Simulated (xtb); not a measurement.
1-bromo-1-fluoropropa-1,2-diene (C3H2BrF), SMILES C(Br)(F)=C=C. All values are semi-empirical tight-binding results from xtb (GFN2-xTB unless named), good for trends rather than for accurate numbers. Geometry: GFN2-xTB.

The point group as xtb finds it comes out as Cs, the orbital gap comes out as 3.75 eV and the zero-point energy is 23.4 kcal/mol. The G − E(el) at 298.15 K (modified RRHO) is 4.3 kcal/mol, the static polarisability (D4 model) comes out as 56.3 bohr³ and the solvation energy, GFN2-xTB/ALPB(water) comes out as -2.6 kcal/mol. The solvation energy, GFN2-xTB/ALPB(acetonitrile) is -5.2 kcal/mol.
